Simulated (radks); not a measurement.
Question: Spherical quantum dot in the effective-mass picture: electrons in a hard-walled sphere of radius 4.77, with a point charge +1 (a donor) at the centre, all in effective atomic units (hartree* = m*/eps^2 hartree, bohr* = eps/m* bohr), one dielectric constant everywhere. Method: non-relativistic Kohn-Sham, PBEsol, spin-polarised, spherical densities; computed with a radial shooting solver with Libxc functionals. Levels are named by radial order and angular momentum (1s, 1p, 1d, 2s, ...), and open shells are averaged over m. Results are scaled to m* = 0.431 and eps = 13.5, for which hartree* = 64.35 meV and bohr* = 1.658 nm. At N = 10 the configuration is 1s2 1p6 1d(up 2, down 0). Does electron 11 go into 1d up or 2s up or 2s down?

Answer: Into 1d up. The total energies of the other choices lie higher by 2.53 meV (2s up), 3.09 meV (2s down).
